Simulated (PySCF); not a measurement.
CH3O (SMILES [CH2]O), doublet, geometry from GFN2-xTB; MP2/STO-3G run with PySCF.

Here is a job for PySCF.
```python
from pyscf import gto, scf, mp

mol = gto.M(
    atom='''
C    -0.634119    0.245346    0.097239
O     0.590776   -0.335222   -0.063726
H    -1.457005   -0.424712   -0.044856
H    -0.748046    1.304954   -0.034532
H     1.283558    0.329461    0.005765
''',
    basis='sto-3g',
    charge=0,
    spin=1,
    verbose=4,
)

mf = scf.UHF(mol)
mf.kernel()

pt = mp.MP2(mf)
pt.kernel()
print('E(MP2) = %.10f' % pt.e_tot)
mf.analyze()
```

### Question
What does PySCF print? Leave out banner, timings and long lists.

### Answer

```
PySCF version 2.14.0

[INPUT] verbose = 4
[INPUT] num. atoms = 5
[INPUT] num. electrons = 17
[INPUT] charge = 0
[INPUT] spin (= nelec alpha-beta = 2S) = 1
[INPUT] symmetry False subgroup None
[INPUT] Mole.unit = angstrom
[INPUT] Symbol           X                Y                Z      unit          X                Y                Z       unit  Magmom
[INPUT]  1 C     -0.634119000000   0.245346000000   0.097239000000 AA   -1.198311240383   0.463636745758   0.183755078627 Bohr   0.0
[INPUT]  2 O      0.590776000000  -0.335222000000  -0.063726000000 AA    1.116404840966  -0.633477770929  -0.120424687014 Bohr   0.0
[INPUT]  3 H     -1.457005000000  -0.424712000000  -0.044856000000 AA   -2.753340412122  -0.802589361816  -0.084765555043 Bohr   0.0
[INPUT]  4 H     -0.748046000000   1.304954000000  -0.034532000000 AA   -1.413602068576   2.466005665156  -0.065256022533 Bohr   0.0
[INPUT]  5 H      1.283558000000   0.329461000000   0.005765000000 AA    2.425573084994   0.622591058725   0.010894271108 Bohr   0.0

nuclear repulsion = 35.3488991047022
number of shells = 9
number of NR pGTOs = 39
number of NR cGTOs = 13
basis = sto-3g
ecp = {}

******** <class 'pyscf.scf.uhf.UHF'> ********
method = UHF
initial guess = minao
damping factor = 0
level_shift factor = 0
DIIS = <class 'pyscf.scf.diis.CDIIS'>
diis_start_cycle = 1
diis_space = 8
diis_damp = 0
SCF conv_tol = 1e-09
SCF conv_tol_grad = None
SCF max_cycles = 50
direct_scf = True
direct_scf_tol = 1e-13
number electrons alpha = 9  beta = 8
Set gradient conv threshold to 3.16228e-05
init E= -113.003901910601

cycle= 1 E= -112.871142385866  delta_E= 0.133  |g|= 0.23  |ddm|= 1.89
cycle= 2 E= -112.908190136522  delta_E= -0.037  |g|= 0.0609  |ddm|= 0.351
cycle= 3 E= -112.911402283775  delta_E= -0.00321  |g|= 0.0236  |ddm|= 0.088
cycle= 4 E= -112.912280278207  delta_E= -0.000878  |g|= 0.0109  |ddm|= 0.0505
cycle= 5 E= -112.912560257468  delta_E= -0.00028  |g|= 0.00375  |ddm|= 0.0362
cycle= 6 E= -112.912592315638  delta_E= -3.21e-05  |g|= 0.000736  |ddm|= 0.0159
cycle= 7 E= -112.912593292986  delta_E= -9.77e-07  |g|= 0.000259  |ddm|= 0.00208
cycle= 8 E= -112.912593441063  delta_E= -1.48e-07  |g|= 6.04e-05  |ddm|= 0.00107
cycle= 9 E= -112.912593448673  delta_E= -7.61e-09  |g|= 2.11e-05  |ddm|= 0.000233
cycle= 10 E= -112.912593449659  delta_E= -9.86e-10  |g|= 5.82e-06  |ddm|= 8.4e-05
Extra cycle  E= -112.912593449703  delta_E= -4.38e-11  |g|= 3.52e-06  |ddm|= 1.01e-05
converged SCF energy = -112.912593449703  <S^2> = 0.75989589  2S+1 = 2.0098715

******** <class 'pyscf.mp.ump2.UMP2'> ********
nocc = (np.int64(9), np.int64(8)), nmo = (13, 13)
E(UMP2) = -112.986966502418  E_corr = -0.0743730527152606
E(SCS-UMP2) = -112.993858215648  E_corr = -0.0812647659447862
E_corr(same-spin) = -0.00921103536176138
E_corr(oppo-spin) = -0.0651620173534992
E(MP2) = -112.9869665024
**** SCF Summaries ****
Total Energy =                        -112.912593449702783
Nuclear Repulsion Energy =              35.348899104702170
One-electron Energy =                 -225.222903011883290
Two-electron Energy =                   76.961410457478337
Two-electron Coulomb Energy =           91.602059491696437
DFT Exchange-Correlation Energy =      -14.640649034218100
**** MO energy ****
                             alpha | beta                alpha | beta
MO #1   energy= -20.2881678525692  | -20.2847815135724  occ= 1 | 1
MO #2   energy= -11.0425470395372  | -11.0141670762534  occ= 1 | 1
MO #3   energy= -1.31862538991281  | -1.29820058284456  occ= 1 | 1
MO #4   energy= -0.866435706982848 | -0.787299972518439 occ= 1 | 1
MO #5   energy= -0.640624105291742 | -0.625859787565668 occ= 1 | 1
MO #6   energy= -0.550057767415191 | -0.537969440514471 occ= 1 | 1
MO #7   energy= -0.521672073092425 | -0.426565829842391 occ= 1 | 1
MO #8   energy= -0.427347124166599 | -0.403229365981353 occ= 1 | 1
MO #9   energy= -0.266532089791067 | 0.343987484492889  occ= 1 | 0
MO #10  energy= 0.584185754323394  | 0.600795232248192  occ= 0 | 0
MO #11  energy= 0.648872781233351  | 0.698621403382367  occ= 0 | 0
MO #12  energy= 0.73377997667985   | 0.762795754751973  occ= 0 | 0
MO #13  energy= 0.833684124311043  | 0.861073234652272  occ= 0 | 0

To work with the spin densities directly, `use mulliken_meta_spin()` only printing them here.

 ** Mulliken spin pop alpha/beta on meta-lowdin orthogonal AOs **
 ** Mulliken Spin Density (per AO)  **
spin_pop of  0 C 1s       -0.00003
spin_pop of  0 C 2s        0.09674
spin_pop of  0 C 2px       0.03947
spin_pop of  0 C 2py       0.04311
spin_pop of  0 C 2pz       0.85664
spin_pop of  1 O 1s       -0.00000
spin_pop of  1 O 2s        0.00482
spin_pop of  1 O 2px      -0.02662
spin_pop of  1 O 2py      -0.01440
spin_pop of  1 O 2pz       0.11696
spin_pop of  2 H 1s       -0.05700
spin_pop of  3 H 1s       -0.05428
spin_pop of  4 H 1s       -0.00540
 ** Mulliken Spin Density (per atom)  **
spin density of  0 C =      1.03593
spin density of  1 O =      0.08076
spin density of  2 H =     -0.05700
spin density of  3 H =     -0.05428
spin density of  4 H =     -0.00540
 ** Mulliken pop alpha/beta on meta-lowdin orthogonal AOs **
 ** Mulliken pop       alpha | beta **
pop of  0 C 1s        0.99991 | 0.99994
pop of  0 C 2s        0.58568 | 0.48894
pop of  0 C 2px       0.45803 | 0.41856
pop of  0 C 2py       0.51329 | 0.47017
pop of  0 C 2pz       0.97539 | 0.11875
pop of  1 O 1s        0.99995 | 0.99995
pop of  1 O 2s        0.83336 | 0.82854
pop of  1 O 2px       0.54849 | 0.57511
pop of  1 O 2py       0.75575 | 0.77015
pop of  1 O 2pz       0.99340 | 0.87644
pop of  2 H 1s        0.45387 | 0.51087
pop of  3 H 1s        0.46070 | 0.51498
pop of  4 H 1s        0.42219 | 0.42759
In total             9.00000 | 8.00000
 ** Mulliken atomic charges   ( Nelec_alpha | Nelec_beta ) **
charge of  0C =     -0.02867  (     3.53230      2.49637 )
charge of  1O =     -0.18114  (     4.13095      4.05019 )
charge of  2H =      0.03526  (     0.45387      0.51087 )
charge of  3H =      0.02432  (     0.46070      0.51498 )
charge of  4H =      0.15022  (     0.42219      0.42759 )
Dipole moment(X, Y, Z, Debye):  0.24815,  1.39964, -0.00556
```
